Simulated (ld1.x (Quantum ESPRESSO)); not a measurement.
Reading a pseudo-wave (S)

Columns: radius, all-electron u(r) and pseudo u(r) of the 3p shell (level -6.98 eV) of sulfur in the configuration [Ne] 3s2 3p4; PBEsol, scalar-relativistic, TM scheme, ld1.x (Quantum ESPRESSO) 7.5.

```json
{"r (bohr)": "0.065", "all-electron": "0.0894", "pseudo": "-0.0040"}
{"r (bohr)": "0.130", "all-electron": "0.2184", "pseudo": "-0.0156"}
{"r (bohr)": "0.195", "all-electron": "0.3032", "pseudo": "-0.0346"}
{"r (bohr)": "0.260", "all-electron": "0.3310", "pseudo": "-0.0599"}
{"r (bohr)": "0.325", "all-electron": "0.3104", "pseudo": "-0.0906"}
{"r (bohr)": "0.390", "all-electron": "0.2549", "pseudo": "-0.1255"}
{"r (bohr)": "0.455", "all-electron": "0.1772", "pseudo": "-0.1634"}
{"r (bohr)": "0.520", "all-electron": "0.0872", "pseudo": "-0.2032"}
{"r (bohr)": "0.585", "all-electron": "-0.0079", "pseudo": "-0.2442"}
{"r (bohr)": "0.650", "all-electron": "-0.1027", "pseudo": "-0.2858"}
{"r (bohr)": "0.715", "all-electron": "-0.1938", "pseudo": "-0.3281"}
{"r (bohr)": "0.780", "all-electron": "-0.2789", "pseudo": "-0.3711"}
{"r (bohr)": "0.845", "all-electron": "-0.3566", "pseudo": "-0.4150"}
{"r (bohr)": "0.910", "all-electron": "-0.4265", "pseudo": "-0.4597"}
{"r (bohr)": "0.975", "all-electron": "-0.4884", "pseudo": "-0.5046"}
{"r (bohr)": "1.040", "all-electron": "-0.5423", "pseudo": "-0.5486"}
{"r (bohr)": "1.105", "all-electron": "-0.5883", "pseudo": "-0.5900"}
{"r (bohr)": "1.170", "all-electron": "-0.6267", "pseudo": "-0.6269"}
{"r (bohr)": "1.235", "all-electron": "-0.6581", "pseudo": "-0.6581"}
{"r (bohr)": "1.300", "all-electron": "-0.6830", "pseudo": "-0.6830"}
{"r (bohr)": "1.365", "all-electron": "-0.7018", "pseudo": "-0.7018"}
{"r (bohr)": "1.430", "all-electron": "-0.7154", "pseudo": "-0.7154"}
{"r (bohr)": "1.495", "all-electron": "-0.7241", "pseudo": "-0.7241"}
{"r (bohr)": "1.560", "all-electron": "-0.7285", "pseudo": "-0.7285"}
{"r (bohr)": "1.625", "all-electron": "-0.7292", "pseudo": "-0.7292"}
{"r (bohr)": "1.690", "all-electron": "-0.7267", "pseudo": "-0.7267"}
```

Problem. How many radial nodes do the two functions have?

Solution. The all-electron 3p function has n − l − 1 = 1; the pseudo-wave has 0, since the states of the same l below it are removed with the core.

Problem. At about which radius was the pseudo-wave matched?

Solution. 1.30 bohr. The columns agree to 0.0005 from 1.17 bohr on; several derivatives are matched, so the curves merge somewhat inside the radius.

Problem. Is the pseudo-wave norm-conserving?

Solution. Yes: the TM scheme keeps the norm inside the radius equal to the all-electron one, which fixes the energy derivative of the logarithmic derivative at the level.
